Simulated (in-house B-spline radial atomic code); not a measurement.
Configurations of F4+, with energies counted from [He] 2s2 2p1. All numbers are computed (scalar-relativistic (X2C) HSE06, spin-polarised, spherical fractional occupations, exact exchange averaged over the configuration; Fermi nucleus of rms radius 2.8976 fm) with a radial B-spline atomic code at the basis-set limit, not measured. Shells without spins written out take the highest spin.

```tsv
configuration	E - E(ref) (eV)	highest orbital	its <r> (bohr)
[He] 2s2 3s1	65.286	3s up	2.104
[He] 2s2 3p1	69.98	3p up	2.125
[He] 2s2 3d1	74.483	3d up	1.934
```

(1) Order these further configurations by energy, lowest first.
A. [He] 2s1 2p1 3d1
B. [He] 2s1 2p1 3s1
C. [He] 2s1 2p2

Results:

(1) C (9.6422 eV), B (75.767 eV), A (84.781 eV).
